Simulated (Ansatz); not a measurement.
Geometry optimisation, RKS PBE-D4/def2-SVP in Ansatz.

The input (input.yaml):

```yaml
crystal:
  periodic: [false, false, false]
  atoms:
    - { symbol: O, position_ang: [-0.66382, -1.73185, 0.88141] }
    - { symbol: Si, position_ang: [-0.23745, -0.46103, 0.21278] }
    - { symbol: O, position_ang: [1.18406, 0.25442, 0.27929] }
    - { symbol: I, position_ang: [-1.70627, 0.87124, -1.20992] }
    - { symbol: H, position_ang: [0.38645, -1.42056, 1.08665] }
basis:
  gaussian: { orbitals: def2-SVP }
hamiltonian:
  xc: pbe
  dispersion: d4
relax:
  f_tol: 0.02
  max_steps: 50
```

Command:

```bash
$ ansatz run input.yaml --threads 1 --pin off --max-ram 2048MiB --backend cpu --events-out ev --progress --plain --runs-dir out
```

Where does it end, and by what steps?

It converged. After 11 steps the energy has fallen by 2.459 eV; H5 moved furthest, 0.68 Å. The start is strongly strained (largest force component 11 eV/Å), so its close contacts needn't be bonds. Parted: Si2–H5.

```
step  energy less start (eV)  largest force component (eV/Å)  accepted
   0                  0.0000                          10.717       yes
   1                 -1.0875                           5.895       yes
   2                 -1.9977                           2.903       yes
   3                 -2.2885                           1.169       yes
   4                 -2.3656                           0.999       yes
   5                 -2.4243                           0.503       yes
   6                 -2.4151                           0.442        no
   7                 -2.4481                           0.241       yes
   8                 -2.4583                           0.077       yes
   9                 -2.4590                           0.030       yes
  10                 -2.4585                           0.206        no
  11                 -2.4591                           0.001       yes
```

```xyz
5
Properties=species:S:1:pos:R:3
O -0.592 -1.539 0.789
Si -0.026 -0.148 0.088
O 1.387 0.466 0.219
I -1.894 0.714 -1.183
H 0.088 -1.982 1.337
```

Run time: 14 s on 1 thread of Intel(R) Xeon(R) 6975P-C (Granite Rapids), on a shared host, peak memory 0.18 GiB.
